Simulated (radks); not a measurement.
Numerical settings for the bromine ion Br2+, [Ar] 3d10 4s2 4p3. Calculated with a radial shooting solver on a logarithmic mesh with Libxc functionals: scalar-relativistic Kohn-Sham, PBEsol, spin-polarised, spherical densities, point nucleus; open shells are filled with parallel spins first. The defaults (mesh step 0.008 in ln r, mesh end at 40 bohr or more with all orbitals vanishing there, Anderson mixing 0.5 over 9 steps, residual threshold near 1e-9 with the energy settled to 1e-9 hartree or 1e-11 of itself, here a cap of 57 iterations) give E = -2603.4788 hartree and 4p at -29.426 eV in 15 iterations. Run on one thread of a shared host, so times are rough (Arm Neoverse V2): 0.17 s of CPU time, 0.17 s wall, 15 iterations on 2486 mesh points. Changes against that run (0 stands for a change within the tolerance of the run):

| setting | iterations | converged | E (mhartree) | e(4p) (meV) | CPU (s) |
|---|---|---|---|---|---|
| mesh step in ln r 0.2 | 3 | no | diverged | - | 0.01 |
| mesh step in ln r 0.03 | 15 | yes | +0.000106 | 0 | 0.05 |
| mesh step in ln r 0.02 | 15 | yes | 0 | 0 | 0.07 |
| mesh end (bohr) 8 | 15 | yes | +0.0032 | +0.206 | 0.16 |
| mesh end (bohr) 12 | 15 | yes | 0 | 0 | 0.16 |
| residual threshold 1e-13 | 21 | yes | 0 | 0 | 0.2 |
| residual threshold 0.001 | 10 | yes | 0 | -0.223 | 0.13 |
| mixing 0.01 | 23 | yes | 0 | 0 | 0.24 |
| linear mixing, mixing 0.8 | 52 | yes | 0 | 0 | 0.5 |
| linear mixing, mixing 0.5 | 30 | yes | 0 | 0 | 0.27 |
| mixing history 3 | 18 | yes | 0 | 0 | 0.19 |
| iteration cap 2 | 2 | no | +1.44e+03 | -1.7e+04 | 0.03 |

No run marked as converged misses the energy by more than 1 mhartree. A mesh that ends early acts as a hard wall.
